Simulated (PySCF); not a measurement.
Method: PySCF energies plus ideal-gas RRHO corrections (1 bar). The comparison is the NASA 1993 polynomial table, which mixes measured and estimated data. All species are closed-shell singlets. The harmonic model lacks anharmonicity and excited electronic states, which grow with temperature; levels with a mode under 35 cm⁻¹ are left out.

Harmonic frequencies at PBE0/def2-TZVP (cm⁻¹): 343, 344, 344, 518, 518, 518, 610, 610, 610, 646, 646, 778, 960, 960, 961. Point group Oh; S°(298 K) = 291.9 J/mol/K at this level.

Question: Work out Cp and S° of gaseous SF6 at 500, 800, 1200, 1600, 2000 K from these, and set them beside the table.

Answer: 
```json
[
 {"T (K)": "500", "Cp PBE0/def2-TZVP": "128.3", "Cp table": "128.4", "S° PBE0/def2-TZVP": "350.7", "S° table": "350.3"},
 {"T (K)": "800", "Cp PBE0/def2-TZVP": "144.7", "Cp table": "144.7", "S° PBE0/def2-TZVP": "415.3", "S° table": "414.9"},
 {"T (K)": "1200", "Cp PBE0/def2-TZVP": "151.8", "Cp table": "151.5", "S° PBE0/def2-TZVP": "475.6", "S° table": "475.2"},
 {"T (K)": "1600", "Cp PBE0/def2-TZVP": "154.4", "Cp table": "154.4", "S° PBE0/def2-TZVP": "519.6", "S° table": "519.2"},
 {"T (K)": "2000", "Cp PBE0/def2-TZVP": "155.7", "Cp table": "155.9", "S° PBE0/def2-TZVP": "554.2", "S° table": "553.9"}
]
```
Units J/mol/K.
